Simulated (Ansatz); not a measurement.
Start from `N[SiH2][SiH](N)O` and change one atom or group to get `N[SiH](O)Br`.

Ansatz, PBE0-D4/def2-TZVP geometries, multiplicity 1. Each molecule was computed in one conformer, which needn't be the lowest.

Scalar relativity is left out up to krypton. Spin–orbit coupling is left out; it splits and shifts lone-pair levels of the heavy atoms by tenths of an eV.

```tsv
property	`N[SiH2][SiH](N)O`
HOMO energy (B3LYP/def2-TZVPP) / eV	-6.93
LUMO energy (B3LYP/def2-TZVPP) / eV	-0.51
LUMO energy (PBE0/def2-TZVPP) / eV	-0.28
HOMO energy (PBE/def2-TZVPP) / eV	-5.83
HOMO–LUMO gap (PBE0/def2-TZVPP) / eV	6.84
LUMO energy (ωB97M-V/def2-TZVPP) / eV	1.29
```

(1) Give the same properties after the change, and the shifts. (Estimate.)

## Answers

(1) The calculation gave: 
```tsv
property	`N[SiH](O)Br`	shift
HOMO energy (B3LYP/def2-TZVPP) / eV	-7.74	-0.81
LUMO energy (B3LYP/def2-TZVPP) / eV	0.31	0.82
LUMO energy (PBE0/def2-TZVPP) / eV	0.67	0.95
HOMO energy (PBE/def2-TZVPP) / eV	-6.52	-0.69
HOMO–LUMO gap (PBE0/def2-TZVPP) / eV	8.65	1.81
LUMO energy (ωB97M-V/def2-TZVPP) / eV	2.11	0.82
```

With PBE0 the HOMO falls by 0.87 eV and the LUMO rises by 0.95 eV, so the gap widens by about 1.82 eV. PBE moves the HOMO by -0.69 eV and ωB97M-V by -1.09 eV. The zero-point energy changes by -111.3 kJ/mol with -15 modes.

B3LYP here is the variant with VWN-RPA as its local correlation; programs differ in this.
